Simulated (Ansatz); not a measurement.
Species: sum formula H$_{7}$BSi$_{2}$O$_{3}$, net charge 0, singlet state. 
Structure (B3LYP-D3(BJ)/def2-TZVP (Ansatz, an electronic-structure program) minimum search):
SMILES: O(B(O[SiH3])O)[SiH3]
```xyz
13

O     -0.8063     1.8792    -0.0501
B     -0.0586     0.7358     0.0255
O      1.2864     0.7957     0.2646
Si     2.3917    -0.4326     0.3989
O     -0.6726    -0.4726    -0.1411
Si    -2.2470    -0.8917    -0.4379
H     -0.2843     2.6767     0.0803
H      3.6966     0.2088     0.6592
H      2.0386    -1.3268     1.5231
H      2.4566    -1.2110    -0.8574
H     -2.7024    -0.3118    -1.7200
H     -3.1206    -0.4277     0.6617
H     -2.2777    -2.3664    -0.5151
```
Charge 0, spin multiplicity 1.

Basis-set convergence of Hartree-Fock and MP2 correlation energies (hartree) with Ansatz. Correlated levels leave the core frozen unless marked. Spin-orbit coupling is left out. No relativistic terms.

| basis | functions | E(HF) | E(corr, MP2) |
|---|---|---|---|
| aug-cc-pV(D+d)Z | 219 | -831.50992 | -0.87903 |
| aug-cc-pV(T+d)Z | 455 | (withheld) | (withheld) |

**Question.** Some entries are withheld; supply them.

**Answer.** 
- aug-cc-pV(T+d)Z, E(HF): -831.61512
- aug-cc-pV(T+d)Z, E(corr, MP2): -1.07009
